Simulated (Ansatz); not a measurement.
Total energies of tetramethyl orthosilicate (TMOS).

Cartesian coordinates in Å:
```
C 0.628 0.120 -2.610
O -0.182 0.521 -1.528
Si 0.000 0.000 0.000
O 1.327 0.564 0.749
C 1.504 1.902 1.159
O -1.284 0.532 0.841
C -2.623 0.410 0.416
O 0.139 -1.618 -0.062
C 0.491 -2.431 1.035
H 1.660 0.460 -2.481
H 0.225 0.567 -3.521
H 0.629 -0.969 -2.720
H 2.450 1.969 1.700
H 0.694 2.223 1.820
H 1.545 2.578 0.299
H -2.768 0.864 -0.568
H -2.929 -0.640 0.366
H -3.258 0.923 1.140
H -0.276 -2.399 1.815
H 1.445 -2.118 1.469
H 0.584 -3.459 0.680
```

Charge 0, multiplicity 1. The geometry is a stationary point of PBE0-D4/def2-TZVP. It is one conformer, not always the lowest. Basis def2-TZVPP, the Gaussian-basis code of Ansatz.

RPA on PBE orbitals: Hartree–Fock energy of these orbitals -747.12462 Eh, correlation -2.79960 Eh (frozen core).

```json
{"functional": "B97M-V", "energy without D4 (Eh)": "-750.24223", "D4 term (kJ/mol)": "–"}
{"functional": "B3LYP", "energy without D4 (Eh)": "-750.43451", "D4 term (kJ/mol)": "-76.2"}
```

(1) Give the same for LDA (SPW92), PBE, revPBE, BLYP, r2SCAN, PBE0, r2SCANh, r2SCAN0, HSE06 (plane-wave form), BHLYP, CAM-B3LYP, LC-ωPBE, ωB97X-V, ωB97M-V, B2PLYP, PBE-QIDH. (An estimate is asked.)

B3LYP takes the VWN-RPA correlation (the form of Gaussian; ORCA's B3LYP/G). HSE06 is the plane-wave form, built on full-range PBE exchange. The double hybrids freeze the cores in their second-order part.

Results:

(1) The calculation gave: 
```json
{"functional": "LDA (SPW92)", "energy without D4 (Eh)": "-745.59525", "D4 term (kJ/mol)": "–"}
{"functional": "PBE", "energy without D4 (Eh)": "-749.70076", "D4 term (kJ/mol)": "-48.4"}
{"functional": "revPBE", "energy without D4 (Eh)": "-750.17085", "D4 term (kJ/mol)": "-146.9"}
{"functional": "BLYP", "energy without D4 (Eh)": "-750.25497", "D4 term (kJ/mol)": "-103.7"}
{"functional": "r2SCAN", "energy without D4 (Eh)": "-750.13256", "D4 term (kJ/mol)": "-13.8"}
{"functional": "PBE0", "energy without D4 (Eh)": "-749.76033", "D4 term (kJ/mol)": "-41.6"}
{"functional": "r2SCANh", "energy without D4 (Eh)": "-750.10773", "D4 term (kJ/mol)": "-14.5"}
{"functional": "r2SCAN0", "energy without D4 (Eh)": "-750.07257", "D4 term (kJ/mol)": "-15.8"}
{"functional": "HSE06 (plane-wave form)", "energy without D4 (Eh)": "-749.73069", "D4 term (kJ/mol)": "-38.8"}
{"functional": "BHLYP", "energy without D4 (Eh)": "-750.16450", "D4 term (kJ/mol)": "-56.3"}
{"functional": "CAM-B3LYP", "energy without D4 (Eh)": "-750.23424", "D4 term (kJ/mol)": "-42.2"}
{"functional": "LC-ωPBE", "energy without D4 (Eh)": "-750.04205", "D4 term (kJ/mol)": "–"}
{"functional": "ωB97X-V", "energy without D4 (Eh)": "-750.21575", "D4 term (kJ/mol)": "–"}
{"functional": "ωB97M-V", "energy without D4 (Eh)": "-750.21160", "D4 term (kJ/mol)": "–"}
{"functional": "B2PLYP", "energy without D4 (Eh)": "-749.94462", "D4 term (kJ/mol)": "–"}
{"functional": "PBE-QIDH", "energy without D4 (Eh)": "-749.62362", "D4 term (kJ/mol)": "–"}
```

LC-ωPBE has ω = 0.4 bohr⁻¹.
